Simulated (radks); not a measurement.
Isoelectronic series with 31 electrons, all held in the configuration [Ar] 3d10 4s2 4p1, which need not be the ground one along the series. Calculated with a radial shooting solver on a logarithmic mesh with Libxc functionals: scalar-relativistic Kohn-Sham, PBE, spin-polarised, spherical densities, point nucleus; open shells are filled with parallel spins first (spin-orbit coupling, left out, can overturn this in heavy ions). Total energies (hartree) and mean radii <r> (bohr) (* marks an orbital that is empty in some or all of the ions):

ion    E (hartree)  4p down*  4p up  4s down  4s up
Ga     -1943.94461     3.410  3.379    2.334  2.350
Ge+    -2098.56871     2.560  2.541    2.025  2.033
As2+   -2259.82268     2.150  2.139    1.805  1.809
Se3+   -2427.69516     1.885  1.879    1.638  1.640
Br4+   -2602.18851     1.693  1.689    1.505  1.506
Kr5+   -2783.31271     1.545  1.541    1.395  1.396
Rb6+   -2971.08267     1.424  1.422    1.302  1.303
Sr7+   -3165.51690     1.324  1.322    1.223  1.223
Zr9+   -3574.46586     1.166  1.164    1.092  1.093
Nb10+  -3789.02993     1.101  1.100    1.038  1.038
